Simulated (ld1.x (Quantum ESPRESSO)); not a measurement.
Transferability test, TM potential for thallium (Tl)

ld1.x (Quantum ESPRESSO) 7.5 input, shortened:

```
&input
   title='Tl', zed=81., rel=1, dft='PBE', iswitch=3,
   config='[Xe] 4f14 5d10 6s2 6p1'
 /
 &inputp
   pseudotype=2, tm=.true., lloc=1,
   nlcc=.false.
 /
3
5S  1  0   2.00   0.00  1.25  1.25  0.0
5D  3  2  10.00   0.00  1.90  1.90  0.0
5P  2  1   6.00   0.00  1.80  1.80  0.0
 &test
   configts(1)='5s2 5p6 5d10 6s2 6p1'
 /
```

Occupied shells without a wave of their own: 6p, 6s. They enter only through the test configuration that unscreens the potential.

Energies are relative to the spin-unpolarised reference configuration 5s2 5p6 5d10 6s2 6p1; without spin polarisation the order of configurations can differ from experiment.

```csv
valence configuration,charge,ΔE all-electron (eV),error AE − PS (meV)
5s2 5p6 5d10 6s1 6p0,+2,25.947,-875
5s2 5p6 5d10 6s0 6p0,+3,56.087,-880
5s2 5p6 5d9 6s2 6p2,0,14.716,+738
5s2 5p6 5d9 6s2 6p1,+1,21.238,-53
5s2 5p6 5d10 6s0 6p3,0,15.210,+1848
```

(1) What are ΔE and the potential's error for 5s2 5p6 5d10 6s2 6p1.3?

(2) What are ΔE and the potential's error for 5s2 5p6 5d10 6s2 6p0?

Levels in the configuration 5s2 5p6 5d10 6s1 6p0:

```
level  all-electron (eV)  pseudo (eV)
   5s           -148.891     -149.419
   5p            -94.005      -94.515
   5d            -33.157      -33.631
   6s            -25.373      -25.420
```

Note: ghost state, extra bound levels that the all-electron valence spectrum of the same l lacks: s at -962.4 eV. A true bound ghost makes a file unfit for plane-wave use. The potential misses its own reference levels by up to 0.5 eV.

## Answers

(1) ΔE = -0.494 eV all-electron; the error (AE − PS) is +128 meV.

(2) ΔE = 5.167 eV all-electron; the error (AE − PS) is -777 meV.

The 6p, 6s levels have no wave, so the channel is fitted at the deeper level alone: the likely source of the large errors.
